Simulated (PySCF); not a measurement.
# A small calculation by hand: oscillator strength and radiative lifetime

C6H6O, SMILES C=C1C=CCC1=O.

Geometry: PBE-D3(BJ)/def2-SVP. The values are those of a single conformer.

PySCF with TDA-PBE/def2-SVPD puts the first singlet state with f over 0.02 at 4.08 eV (vertical), with the transition dipole (0.225, -0.748, 0.000) in atomic units.

Q: Find the oscillator strength, the wavelength and the radiative lifetime that this transition would have in vacuum if emission retraced absorption.

A: 
|μ|² = 0.6101 au, so |μ| = 1.99 D. ΔE = 4.08/27.211 = 0.1499 hartree. f = (2/3) ΔE |μ|² = 0.061 (the program prints 0.061).
λ = 1239.84/4.08 = 304 nm; ν = 32907 cm⁻¹.
Einstein's coefficient A = 0.6670 ν² f s⁻¹ (ν in cm⁻¹) = 4.4e7 s⁻¹, so τ = 1/A = 23 ns. This state is S2; the lower singlet has f = 0.000. The figure is the radiative limit of this one transition; relaxation, internal conversion, crossing to triplets and a medium change what is measured.
